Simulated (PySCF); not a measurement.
Fill in the blanks.

C3H6N2Si.
SMILES: `[SiH3]C1=CNN=C1`

```tsv
property	level	value
rotational constants A, B, C of the GFN2-xTB geometry	GFN2-xTB	8.782, 1.907, 1.595 GHz
dipole moment	CAM-B3LYP/def2-SVPD	?
HOMO energy	CAM-B3LYP/def2-SVPD	-8.60 eV
LUMO energy	CAM-B3LYP/def2-SVPD	?
lowest singlet excitation	TDDFT CAM-B3LYP/def2-SVPD	6.59 eV (188 nm, f = 0.089)
lowest triplet excitation (Tamm–Dancoff)	TDA CAM-B3LYP/def2-SVPD	?
static isotropic polarisability	CAM-B3LYP/def2-SVPD	72.7 au
electronic spatial extent ⟨r²⟩ about the centre of nuclear charge	CAM-B3LYP/def2-SVPD	746 bohr²
13C chemical shifts (computed TMS as zero) by class	GIAO PBE0/pcSseg-1	149.2 (1 C), 137.9 (1 C), 106.0 (1 C) ppm
1H chemical shifts (computed TMS as zero) by class	GIAO PBE0/pcSseg-1	9.82 (1 H), 7.70 (1 H), 7.57 (1 H), 4.53 (3 H) ppm
isotropic shieldings of nuclei other than C and H, by class	GIAO PBE0/pcSseg-1	?
core binding energies	ΔSCF SCAN, pcX-2 on the ionised atom, pcseg-1 elsewhere, spin-free X2C, 2p3/2 from a spin–orbit splitting computed afterwards within the 2p shell	Si2p3/2 106.6, C1s 289.9, C1s 290.8, C1s 291.3, N1s 405.1, N1s 407.1, Si1s 1846.4 eV
```

Gas-phase values; electronic properties from PySCF, density fitting. Isolated species at its GFN2-xTB geometry, gas phase.

Question: What is the lowest triplet excitation (Tamm–Dancoff)?

Answer: 4.62 eV.

Question: What is the dipole moment?

Answer: 2.25 D.

Question: What are the isotropic shieldings of nuclei other than C and H, by class?

Answer: -77 (1 N), 40 (1 N), 435 (1 Si) ppm.

Question: What is the LUMO energy?

Answer: 1.08 eV.

The dipole equals about 7.5 × 10⁻³⁰ C·m (1 D = 3.33564 × 10⁻³⁰ C·m). The rotational constants make it an asymmetric top with κ = (2B − A − C)/(A − C) = -0.91, nearer the prolate limit (−1). No computed singlet falls in the visible range (750 to 380 nm, 1.65 to 3.26 eV); S1 lies 3.33 eV above its blue end. The vertical singlet–triplet gap S1 − T1 is 1.97 eV (TDDFT singlet less Tamm–Dancoff triplet; S1: HOMO→LUMO, weight 0.77; T1: HOMO→LUMO, weight 0.72). The 8 singlets span 6.59 to 7.86 eV, and their oscillator strengths add up to 0.17.
